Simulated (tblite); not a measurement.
A geometry optimisation, step by step.

Compound: C4H8F2O2.
Bonds: C1–O2, O2–C3, C3–C4, C4–F5, C4–F6, C4–O7, O7–C8. Hydrogens: H9, H10, H11 on C1; H12, H13 on C3; H14, H15, H16 on C8.

Computed with GFN2-xTB (tblite), gas phase: L-BFGS steps from a force-field or distance-geometry start until the largest atomic force falls under 0.01 eV/Å. 4 of its 85 geometries are shown.

Step 0: E = -822.7076 eV, largest atomic force 2.374 eV/Å
```
atom  x, y, z in Å  |  force x, y, z in eV/Å
C1     -2.565    0.289   -0.081   -0.410  -0.033  -0.104
O2     -1.917   -0.768   -0.760    1.448  -0.111   0.763
C3     -0.637   -1.120   -0.162   -1.390  -0.202  -0.413
C4      0.438   -0.025   -0.225    1.444  -1.522   1.112
F5      0.607    0.427   -1.470   -0.218   0.441  -0.272
F6      0.101    1.020    0.567    0.000   0.350  -0.195
O7      1.682   -0.546    0.245   -1.591   0.624  -0.585
C8      2.713    0.435    0.181    0.241   0.149   0.023
H9     -3.594    0.344   -0.457    0.216  -0.194  -0.066
H10    -2.615    0.114    1.003    0.151   0.039  -0.156
H11    -2.087    1.242   -0.299    0.044   0.131   0.138
H12    -0.291   -1.999   -0.709    0.072   0.171  -0.135
H13    -0.814   -1.437    0.880    0.241   0.349  -0.090
H14     3.635   -0.016    0.555   -0.269  -0.148   0.002
H15     2.875    0.749   -0.856   -0.026   0.047   0.118
H16     2.461    1.299    0.809    0.046  -0.093  -0.140
```

Step 28: E = -822.9528 eV, largest atomic force 0.046 eV/Å
```
atom  x, y, z in Å  |  force x, y, z in eV/Å
C1     -2.590    0.253   -0.103   -0.001   0.011  -0.008
O2     -1.849   -0.774   -0.734   -0.005   0.004   0.000
C3     -0.637   -1.085   -0.129    0.008   0.029  -0.005
C4      0.443    0.012   -0.216    0.021  -0.008   0.025
F5      0.491    0.568   -1.462   -0.023  -0.022   0.033
F6      0.123    1.080    0.591   -0.025  -0.015  -0.010
O7      1.624   -0.511    0.145    0.022  -0.020   0.014
C8      2.731    0.395    0.163    0.018  -0.010  -0.006
H9     -3.588    0.209   -0.534    0.002  -0.010   0.003
H10    -2.644    0.091    0.979   -0.019  -0.010  -0.015
H11    -2.159    1.239   -0.294   -0.003   0.014   0.002
H12    -0.246   -1.962   -0.651    0.017   0.030   0.023
H13    -0.753   -1.314    0.942   -0.003   0.006  -0.022
H14     3.565   -0.182    0.551    0.019  -0.017  -0.005
H15     2.953    0.746   -0.847   -0.014   0.022  -0.010
H16     2.527    1.243    0.819   -0.013  -0.003  -0.017
```

Step 56: E = -822.9586 eV, largest atomic force 0.031 eV/Å
```
atom  x, y, z in Å  |  force x, y, z in eV/Å
C1     -2.609    0.238   -0.144    0.009  -0.006  -0.002
O2     -1.818   -0.763   -0.754    0.006  -0.009  -0.018
C3     -0.636   -1.065   -0.088   -0.008   0.004   0.006
C4      0.448    0.027   -0.156    0.018  -0.003   0.004
F5      0.478    0.615   -1.387   -0.018   0.002  -0.012
F6      0.136    1.075    0.681    0.003   0.012   0.006
O7      1.633   -0.507    0.172    0.015  -0.012  -0.013
C8      2.754    0.384    0.124   -0.007  -0.004   0.000
H9     -3.575    0.199   -0.643    0.008   0.005   0.000
H10    -2.735    0.033    0.924   -0.028   0.010   0.008
H11    -2.177    1.234   -0.269    0.009   0.001  -0.003
H12    -0.219   -1.952   -0.571   -0.013   0.008   0.007
H13    -0.804   -1.268    0.980    0.009  -0.022   0.009
H14     3.607   -0.217    0.431   -0.012   0.021  -0.004
H15     2.900    0.757   -0.892    0.002   0.005   0.026
H16     2.610    1.219    0.813    0.007  -0.011  -0.015
```

Step 84: E = -822.9615 eV, largest atomic force 0.007 eV/Å
```
atom  x, y, z in Å  |  force x, y, z in eV/Å
C1     -2.600    0.237   -0.174    0.002   0.002   0.000
O2     -1.805   -0.786   -0.740   -0.003  -0.002   0.000
C3     -0.637   -1.074   -0.043   -0.005  -0.003   0.002
C4      0.445    0.020   -0.126    0.001  -0.002  -0.001
F5      0.418    0.642   -1.340   -0.001   0.004  -0.004
F6      0.167    1.043    0.754   -0.002   0.000   0.003
O7      1.646   -0.516    0.133    0.005   0.001   0.002
C8      2.754    0.391    0.090    0.002   0.001   0.000
H9     -3.519    0.253   -0.756    0.002  -0.003   0.002
H10    -2.830    0.017    0.875    0.002   0.001  -0.002
H11    -2.115    1.214   -0.237    0.000   0.003  -0.005
H12    -0.214   -1.974   -0.496    0.001   0.003  -0.002
H13    -0.824   -1.253    1.026    0.000  -0.001   0.004
H14     3.623   -0.209    0.345   -0.003   0.004  -0.002
H15     2.864    0.812   -0.911   -0.004  -0.002   0.005
H16     2.620    1.192    0.819    0.003  -0.005  -0.002
```

Question: Summarise the path.

Answer: The energy falls by 5.86 kcal/mol from step 0 to step 84; nine tenths of that is first reached at step 11. It falls at every step. The largest force goes from 2.374 to 0.007 eV/Å. Among the bonds C4–O7 changes most, from 1.428 to 1.341 Å; the atoms move by 0.199 Å rms after alignment.

Question: Follow the three bonds and two angles with the largest change from start to end.

Answer: 
```
step  E above end (kcal/mol)  largest force (eV/Å)  C4–O7 (Å)  O2–C3 (Å)  C4–F5 (Å)  F5–C4–F6 (°)  C4–O7–C8 (°)
   0                    5.86                 2.374      1.428      1.456      1.335         108.4         111.4
   4                    1.08                 0.333      1.346      1.394      1.367         102.1         113.7
   7                    0.72                 0.163      1.342      1.394      1.365         102.9         113.6
  11                    0.58                 0.107      1.341      1.390      1.367         103.6         114.3
  15                    0.44                 0.097      1.341      1.392      1.366         102.8         114.6
  18                    0.32                 0.098      1.341      1.391      1.367         103.1         115.4
  22                    0.24                 0.044      1.342      1.389      1.365         103.1         115.8
  26                    0.22                 0.052      1.341      1.390      1.366         103.1         115.8
  29                    0.20                 0.044      1.341      1.390      1.365         103.1         116.0
  33                    0.17                 0.037      1.342      1.390      1.365         103.0         116.0
  37                    0.15                 0.036      1.342      1.390      1.365         103.3         116.0
  40                    0.13                 0.036      1.342      1.390      1.365         103.2         115.8
  44                    0.12                 0.034      1.342      1.390      1.366         103.0         115.7
  47                    0.11                 0.042      1.342      1.390      1.365         103.0         115.7
  51                    0.08                 0.032      1.341      1.389      1.365         103.0         115.7
  55                    0.07                 0.023      1.341      1.390      1.364         103.1         115.8
  58                    0.06                 0.051      1.341      1.390      1.364         103.1         116.0
  62                    0.04                 0.035      1.341      1.390      1.365         103.0         116.1
  66                    0.03                 0.024      1.341      1.390      1.365         103.0         116.1
  69                    0.02                 0.036      1.341      1.391      1.365         103.1         115.9
  73                    0.01                 0.025      1.341      1.390      1.365         103.0         115.7
  77                    0.00                 0.015      1.341      1.390      1.365         103.0         115.7
  80                    0.00                 0.016      1.341      1.390      1.365         103.0         115.6
  84                    0.00                 0.007      1.341      1.390      1.365         103.0         115.7
```

The cost below is that of the whole relaxation. Time: 0.39 s wall. Hardware: AMD EPYC 9R45, one thread, no GPU, shared host.
